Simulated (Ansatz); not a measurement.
Problem. Name a neutral molecule of C, Ge, N, O, Si and H with LUMO energy (PBE/def2-TZVPP) between -0.65 and -0.35 eV and HOMO energy (PBE0/def2-TZVPP) between -7.65 and -7.35 eV (Ansatz, PBE0-D4/def2-TZVP geometry).

Solution. `CO[SiH2][NH][GeH3]` (-0.56 eV, -7.57 eV). Other molecules can fit too; these were computed, each in one conformer that needn't be the lowest.
